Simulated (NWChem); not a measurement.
Molecule: H2SeO2; SMILES O[Se]O

```xyz
5

Se     0.3991    -0.0105     0.0000
O     -0.7248    -0.0808    -1.3936
H     -0.9860     0.8248    -1.6068
O     -0.7248    -0.0808     1.3936
H     -0.9860     0.8248     1.6068
```
Atoms are numbered in this order, from 1.

Results from NWChem. Structure relaxed at the PBE0/def2-SVP level. Ions are spin-unrestricted doublets at the neutral geometry. Hybrids' shares of exact exchange are those that their runs print; pure functionals count as 0. The functionals differ in more than this share.

```csv
row,share of exact exchange,ΔSCF ionisation energy minus −ε(HOMO) (eV)
PBE/aug-cc-pVDZ,0.00,3.62
B3LYP/aug-cc-pVDZ,0.20,withheld
BHandHLYP/aug-cc-pVDZ,0.50,1.43
M06-2X/aug-cc-pVDZ,0.54,1.39
Hartree-Fock/aug-cc-pVDZ,1.00,-1.11
```

Q: Fit a straight line of the last column on the one before it, predict the withheld value, and compare with the run.

A: 
1. Means of the 4 shown rows: x = 0.510, y = 1.332. Slope Σ(x − x̄)(y − ȳ)/Σ(x − x̄)² = -2.363/0.5012 = -4.714; intercept 3.737.
2. The shown rows scatter about the line by 0.135 (root mean square); the largest residual is +0.20, at M06-2X/aug-cc-pVDZ.
3. At x = 0.20 (B3LYP/aug-cc-pVDZ; inside the shown range) the line gives 2.79.
4. The run gives 2.80, +0.01 from the line, 0.1 times the scatter. The line crosses zero at a share of 0.79.
